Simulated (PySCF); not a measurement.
Several molecules and their computed UV-vis stick spectra, shuffled. Method used: PySCF, TDDFT wB97X-D/def2-SVPD, vertical, gas phase, core orbitals frozen in the response. Geometries: PBE0-D3(BJ)/def2-SVP; one conformer of each isolated species. Triplets are in the Tamm–Dancoff approximation.

A. `CO[SiH](OC)C(C)=O`
B. `CN1C=CN(C)P1(=N)P`
C. `CO[SiH2]OCC(C)=O`

Lowest singlet levels (six at most, fewer where fewer were computed) with oscillator strengths:

1. 4.64 eV (f 0.000); 6.66 eV (f 0.013); 7.18 eV (f 0.000); 7.46 eV (f 0.026); 7.64 eV (f 0.001); 7.67 eV (f 0.016); T1 4.14 eV
2. 4.85 eV (f 0.085); 5.22 eV (f 0.062); 5.54 eV (f 0.082); 5.66 eV (f 0.019); 5.98 eV (f 0.017); 6.22 eV (f 0.001); T1 3.52 eV
3. 3.48 eV (f 0.001); 6.52 eV (f 0.001); 6.87 eV (f 0.002); 6.97 eV (f 0.010); 7.07 eV (f 0.029); 7.39 eV (f 0.011); T1 2.86 eV

**Question.** Match each spectrum to its molecule.

**Answer.** 1 = C, 2 = B, 3 = A.
- A: S1 at 3.48 eV, HOMO→LUMO (94%); Löwdin shares by element: HOMO oxygen 45% or more, carbon 28% or more, silicon 10% (atoms not listed hold the other 17%); LUMO carbon 45% or more, oxygen 31% or more, silicon 11%; HOMO -8.73 and LUMO 0.57 eV.
- B: S1 at 4.85 eV, HOMO→LUMO (79%), HOMO→LUMO+1 (11%); Löwdin shares by element: HOMO carbon 37% or more, nitrogen 34% or more (atoms not listed hold the other 29%); LUMO phosphorus 38%, carbon 9% or more, hydrogen 7% or more (atoms not listed hold the other 47%); HOMO -7.05 and LUMO 1.84 eV.
- C: S1 at 4.64 eV, HOMO→LUMO (78%); Löwdin shares by element: HOMO oxygen 46% or more, carbon 10% or more, silicon 10% (atoms not listed hold the other 35%); LUMO carbon 53% or more, oxygen 32% or more; HOMO -9.45 and LUMO 0.97 eV.
